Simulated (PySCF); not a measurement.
# Frontier orbitals and the lowest excitations

Species: Ge(SiH3)Cl3.
Z-matrix (Å and degrees, PBE0-D3(BJ)/def2-SVP geometry), rows numbered from 1:
```
Ge
Si  1  2.3789
H   2  1.4896  1  107.24
H   2  1.4896  1  107.25  3  -119.68
H   2  1.4894  1  108.15  3   120.16
Cl  1  2.1506  2  110.80  3    57.44
Cl  1  2.1496  2  112.46  3   -62.28
Cl  1  2.1494  2  112.42  3   177.18
```

The calculation used TDDFT B3LYP/def2-SVPD, vertical, gas phase, core orbitals frozen in the response (PySCF 2.14.0, density-fitted response routines). The B3LYP/def2-SVPD calculation is non-relativistic and has no spin–orbit coupling, an omission that weighs most on germanium.

Kohn–Sham orbitals with the atoms that hold most of them (Löwdin shares over 4%, at most four atoms; ? is withheld):

```tsv
orbital	ε (eV)	atoms
HOMO-3	-9.17	Cl8 48%, Cl6 32%, Cl7 14%
HOMO-2	-9.17	Cl7 48%, Cl6 31%, Cl8 15%
HOMO-1	-8.93	Cl6 34%, Cl7 33%, Cl8 33%
HOMO	?	?
LUMO	-2.00	?
LUMO+1	-1.03	Ge1 30%, Si2 23%, Cl7 14%, Cl8 13%
LUMO+2	-1.01	Ge1 30%, Si2 23%, Cl6 16%, Cl8 9%
```

Problem. Give the leading atoms of the HOMO.

Solution. Cl6 (bonded to Ge) 20%; Cl7 (bonded to Ge) 19%; Cl8 (bonded to Ge) 19%; Si2 (bonded to Ge and 3 H) 19%. By element: chlorine 57%, silicon 19%.

Problem. Give the leading atoms of the LUMO.

Solution. Ge1 (bonded to 3 Cl and Si) 20%; Si2 (bonded to Ge and 3 H) 18%; Cl7 (bonded to Ge) 18%; Cl8 (bonded to Ge) 18%. By element: chlorine 35% or more, germanium 20%, silicon 18%.

Problem. What is the HOMO energy, and the HOMO–LUMO gap?

Solution. ε(HOMO) = -8.59 eV; the gap is 6.60 eV (0.2424 hartree).

Within 0.005 eV of a neighbour in this list lie HOMO-3/HOMO-2.

Problem. How does S1 compare with the orbital gap of 6.60 eV?

Solution. S1 is at 5.85 eV (f = 0.180), 0.75 eV below the gap, made of HOMO→LUMO (96%). Without the coupling terms of the response equations the lowest excitation would equal the gap.

Problem. One configuration dominates each of S1 and S2. Which, and how do the shares of the two leading atoms of either orbital change from the occupied to the empty one?

Solution. 
- S1 (5.85 eV, f 0.180), HOMO→LUMO (96%): Cl6 20% → at most 18%, Cl7 19% → 18%, Ge1 at most 19% → 20%, Si2 19% → 18%
- S2 (5.90 eV, f 0.0000), HOMO-1→LUMO (99%): Cl6 34% → at most 18%, Cl7 33% → 18%, Ge1 at most 1% → 20%, Si2 at most 1% → 18%

Orbitals of the list HOMO-3 to LUMO+2 that lie within 0.01 eV of each other are written together with a slash and their weights summed (≥ marks a lower bound); for degenerate orbitals outside that list single weights are arbitrary.

The run took 3.6 min of wall time (grids of density and orbitals included) on AMD EPYC, one thread, shared host with 64 logical CPUs at a one-minute load of 60, and the process peaked at 0.76 GiB of memory.
